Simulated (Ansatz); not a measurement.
Relaxation of AlH5O3 (9 atoms, charge 0, multiplicity 1), to a largest force component of 0.03 eV/Å in at most 50 steps.

The calculation used RKS PBE0-D4/6-31G* (Ansatz 0.2.0).

```xyz
9
Properties=species:S:1:pos:R:3
Al -0.025 0.539 -0.214
H -0.153 -0.206 2.441
O 1.482 -0.142 -0.633
H 1.568 -0.911 -1.203
O -1.549 -0.086 -0.638
H -1.665 -0.965 -1.005
O -0.001 2.045 0.670
H 0.875 2.423 0.807
H -0.109 0.472 2.227
```

Task: Where does it end, and by what steps?

Result: The forces met the threshold. The force dipped under the threshold on the way, but the program's further checks kept it going. After 17 steps the energy has fallen by 0.079 eV; H2 moved furthest, 0.67 Å.

```json
{"step": "0", "energy less start (eV)": "0.0000", "largest force component (eV/Å)": "1.489", "accepted": "yes"}
{"step": "1", "energy less start (eV)": "-0.0639", "largest force component (eV/Å)": "0.629", "accepted": "yes"}
{"step": "2", "energy less start (eV)": "-0.0712", "largest force component (eV/Å)": "0.315", "accepted": "yes"}
{"step": "3", "energy less start (eV)": "-0.0748", "largest force component (eV/Å)": "0.102", "accepted": "yes"}
{"step": "4", "energy less start (eV)": "-0.0732", "largest force component (eV/Å)": "0.159", "accepted": "no"}
{"step": "5", "energy less start (eV)": "-0.0768", "largest force component (eV/Å)": "0.025", "accepted": "yes"}
{"step": "6", "energy less start (eV)": "-0.0773", "largest force component (eV/Å)": "0.060", "accepted": "yes"}
{"step": "7", "energy less start (eV)": "-0.0775", "largest force component (eV/Å)": "0.029", "accepted": "yes"}
{"step": "8", "energy less start (eV)": "-0.0778", "largest force component (eV/Å)": "0.060", "accepted": "yes"}
{"step": "9", "energy less start (eV)": "-0.0780", "largest force component (eV/Å)": "0.087", "accepted": "yes"}
{"step": "10", "energy less start (eV)": "-0.0782", "largest force component (eV/Å)": "0.099", "accepted": "yes"}
{"step": "11", "energy less start (eV)": "-0.0785", "largest force component (eV/Å)": "0.075", "accepted": "yes"}
{"step": "12", "energy less start (eV)": "-0.0789", "largest force component (eV/Å)": "0.053", "accepted": "yes"}
{"step": "13", "energy less start (eV)": "-0.0785", "largest force component (eV/Å)": "0.184", "accepted": "no"}
{"step": "14", "energy less start (eV)": "-0.0791", "largest force component (eV/Å)": "0.069", "accepted": "yes"}
{"step": "15", "energy less start (eV)": "-0.0792", "largest force component (eV/Å)": "0.046", "accepted": "yes"}
{"step": "16", "energy less start (eV)": "-0.0794", "largest force component (eV/Å)": "0.028", "accepted": "yes"}
{"step": "17", "energy less start (eV)": "-0.0795", "largest force component (eV/Å)": "0.012", "accepted": "yes"}
```

```xyz
9
Properties=species:S:1:pos:R:3
Al -0.052 0.543 -0.375
H 0.018 -0.079 3.078
O 1.459 -0.142 -0.778
H 1.548 -0.957 -1.279
O -1.569 -0.066 -0.851
H -1.664 -0.871 -1.364
O -0.056 1.961 0.569
H 0.795 2.302 0.863
H -0.057 0.480 2.589
```

Run time: 52 s on 1 thread of Arm Neoverse V1, with other jobs on the host, peak memory 0.14 GiB.
